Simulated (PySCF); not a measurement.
C₂H₇BFNO, SMILES OB(NCC)F. Coordinates come from a PBE0-D3(BJ)/def2-SVP optimisation. The structure was generated by enumeration, and PubChem lists no compound with its InChIKey, so it may never have been made. The values are those of a single conformer.

Computed equilibrium geometry at PBE0-D3(BJ)/def2-SVP (PySCF confirms it by a frequency run) as a Z-matrix (one conformer of several):
```
N
H 1 1.0125
B 1 1.4016 2 117.80
F 3 1.3478 1 119.66 2 -178.40
O 3 1.3630 4 119.34 1 179.78
H 5 0.9614 3 111.75 4 -0.13
C 1 1.4425 2 115.82 3 -176.34
H 7 1.1003 1 107.62 2 -172.47
H 7 1.1056 8 106.08 1 -117.89
C 7 1.5209 8 109.77 9 -118.22
H 10 1.1007 7 110.74 8 -60.34
H 10 1.1011 11 108.34 7 -122.09
H 10 1.1022 11 107.69 12 -116.14
```
